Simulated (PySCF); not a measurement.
## Correlation energy of Si⁺ (silicon, charge +1)

[Ne] 3s2 3p1, 2P determinant. Computed with PySCF 2.14 in cc-pVDZ-DK (4s3p1d, 18 functions), with scalar relativity by spin-free X2C-1e. Frozen: [Ne]; 3 electrons correlated.

MP2 pair energies summed by pair of shells (mhartree):

```json
{"pair": "3s-3s", "energy": "-20.25", "share (%)": "58.3"}
{"pair": "3s-3p", "energy": "-14.47", "share (%)": "41.7"}
```

Total MP2 correlation energy: -34.72 mhartree.

Same-spin part -2.22 and opposite-spin part -32.50 mhartree; SCS-MP2 scales them by 1/3 and 6/5 to -39.74 mhartree.

```json
{"level": "CCSD", "correlation energy (mhartree)": "-53.03"}
{"level": "(T)", "correlation energy (mhartree)": "-0.63"}
{"level": "CCSD(T)", "correlation energy (mhartree)": "-53.66"}
```

Diagnostics: T1 = 0.012, D1 = 0.0275, largest double amplitude 0.109.

Task: Is a single reference adequate?

Result: Mostly. T1 lies below 0.03, but a double amplitude of this size points to a near-degeneracy that CCSD handles and MP2 describes poorly.
